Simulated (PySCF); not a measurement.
Finite-field polarisability of Se (selenium, neutral)

[Ar] 3d10 4s2 4p4, high-spin 3P determinant. All numbers are calculated (PySCF 2.14, scalar relativity by spin-free X2C-1e, in aug-cc-pVDZ-DK (6s5p3d, 36 functions)). Frozen: [Ar] 3d10. Energy changes in a uniform field (μhartree):

| axis | F (au) | HF | MP2 | CCSD | CCSD(T) |
| --- | --- | --- | --- | --- | --- |
| x | 0.003 | -98.986 | -99.375 | -99.683 | -99.954 |
| x | 0.006 | -396.017 | -397.584 | -398.817 | -399.900 |
| y | 0.0027 | -98.677 | -101.557 | -103.026 | -103.606 |
| y | 0.0054 | -394.867 | -406.409 | -412.295 | -414.624 |

By symmetry the remaining axis equals x.

Q: Derive α along x at CCSD(T) from the two fields.

A: With ΔE = −αF²/2 − γF⁴/24, α = −(16 ΔE(F) − ΔE(2F))/(6F²) = 22.21 bohr³.

Q: And the mean polarisability at each level?

A: The components xx, yy, zz at CCSD(T) are 22.21, 28.42, 22.21, the third axis being equal by symmetry to one of the two computed. Means: HF 23.69, MP2 24.01, CCSD 24.19, CCSD(T) 24.28 bohr³. Reference: 28.9 ± 1 bohr³ (recommended; Schwerdtfeger and Nagle, table of static dipole polarizabilities (2023 update)).

CCSD(T) lies more than 5 % below the reference, which points to too few diffuse and polarisation functions.

A double-zeta set is small for polarisabilities.
